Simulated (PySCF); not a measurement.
**Basis and Hamiltonian dependence of the excitation energy of V**

V [Ar] 3d3 4s2 (4F) → V [Ar] 3d2 4s2 4p1 (high-spin determinant). Calculated with PySCF 2.14 from differences of total energies of unrestricted determinants, without spin-orbit coupling. Values in eV.

```
         basis       Hamiltonian  functions    UHF    LDA   PBE0  MP2 (valence)
aug-cc-pVDZ-DK     spin-free X2C         59  5.588  6.687  6.310          5.592
   aug-cc-pVDZ  non-relativistic         59  5.802  6.891  6.526          5.877
  x2c-TZVPPall     spin-free X2C         64    n/a  6.557    n/a            n/a
   def2-TZVPPD  non-relativistic         67  5.609  6.737  6.301          5.601
aug-cc-pVTZ-DK     spin-free X2C         93    n/a  6.481  6.054            n/a
  x2c-QZVPPall     spin-free X2C         96    n/a  6.512    n/a            n/a
aug-cc-pVQZ-DK     spin-free X2C        140    n/a  6.479    n/a            n/a
```

Frozen in the all-electron rows: valence: [Ar].

One determinant mixes LS terms of the configuration, so the numbers do not refer to single terms. Non-relativistic rows lack the scalar-relativistic shift.
